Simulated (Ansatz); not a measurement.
N-(silylmethyl)propan-1-amine (C4H13NSi), SMILES C([SiH3])NCCC.

The structure is a stationary point at PBE-D3(BJ)/def2-SVP. One conformer was computed; it need not be the lowest.

Two levels are set side by side: PBE/def2-SVPD (Ansatz, a program for electronic structure) and CAM-B3LYP/def2-SVPD (Ansatz). Energy differences of separate SCF runs at the same geometry; the states with an electron removed or added have multiplicity 2 and 2. Differences are taken from unrounded values.

```tsv
quantity	CAM-B3LYP
vertical ionisation energy (eV)	8.68
vertical singlet–triplet gap (eV)	5.88
```

### Question
What does PBE give, and how far is it from CAM-B3LYP? (Estimate from the structure and the level; the computed values follow.)

### Answer

| quantity | PBE | PBE minus CAM-B3LYP |
|---|---|---|
| vertical ionisation energy (eV) | 8.43 | -0.25 |
| vertical singlet–triplet gap (eV) | 5.36 | -0.52 |
